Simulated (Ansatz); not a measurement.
One change: `[SiH3]CC[SeH]` becomes `[SiH3]CCSS`.

Ansatz, PBE0-D4/def2-TZVP geometries, multiplicity 1. Each molecule was computed in one conformer, which needn't be the lowest.

Scalar relativity is left out up to krypton.

```tsv
property	`[SiH3]CC[SeH]`
HOMO energy (B3LYP/def2-TZVPP) / eV	-6.31
size of the dipole moment (B3LYP/def2-TZVPP) / D	0.94
HOMO–LUMO gap (B3LYP/def2-TZVPP) / eV	5.96
size of the dipole moment (PBE/def2-TZVPP) / D	0.90
HOMO energy (PBE/def2-TZVPP) / eV	-5.40
LUMO energy (PBE/def2-TZVPP) / eV	-0.97
```

Task: What does the change do to each property? (Best estimate.)

Result: Computed: 
```csv
property,`[SiH3]CCSS`,shift
HOMO energy (B3LYP/def2-TZVPP) / eV,-6.83,-0.52
size of the dipole moment (B3LYP/def2-TZVPP) / D,2.18,1.24
HOMO–LUMO gap (B3LYP/def2-TZVPP) / eV,6.03,0.07
size of the dipole moment (PBE/def2-TZVPP) / D,2.20,1.30
HOMO energy (PBE/def2-TZVPP) / eV,-5.86,-0.46
LUMO energy (PBE/def2-TZVPP) / eV,-1.58,-0.61
```

With PBE0 the HOMO falls by 0.52 eV and the LUMO falls by 0.47 eV, so the gap widens by about 0.05 eV. PBE moves the HOMO by -0.46 eV and ωB97M-V by -0.50 eV. Dipoles are sizes alone; their direction can turn.

B3LYP here is the variant with VWN-RPA as its local correlation; programs differ in this.

Spin–orbit coupling is left out; it splits and shifts lone-pair levels of the heavy atoms by tenths of an eV.
